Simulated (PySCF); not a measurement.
Constitutional and geometric isomers with formula C2H4BN. All species are isolated molecules in the gas phase. One relaxed conformer stands for each flexible species; it need not be the lowest. Strings in code marks are SMILES.

The four lowest singlet excitations (Tamm–Dancoff). Level of theory: CAM-B3LYP-D3(BJ)/def2-TZVP run with PySCF. Excitations are Tamm–Dancoff values on a coarser integration grid. The basis has no diffuse functions, so Rydberg states are missing or too high.

```json
[
 {"state": "S1", "energy (eV)": "3.36", "wavelength (nm)": "369", "oscillator strength": "0.000"},
 {"state": "S2", "energy (eV)": "4.60", "wavelength (nm)": "270", "oscillator strength": "0.003"},
 {"state": "S3", "energy (eV)": "5.24", "wavelength (nm)": "236", "oscillator strength": "0.065"},
 {"state": "S4", "energy (eV)": "5.74", "wavelength (nm)": "216", "oscillator strength": "0.407"}
]
```

Task: Identify which member gives these states.
(A) `[H]/N=C\B=C`
(B) `[H]/N=C\C=B`
(C) `NC1=CB1`
(D) `CBC#N`

Result: A, `[H]/N=C\B=C`
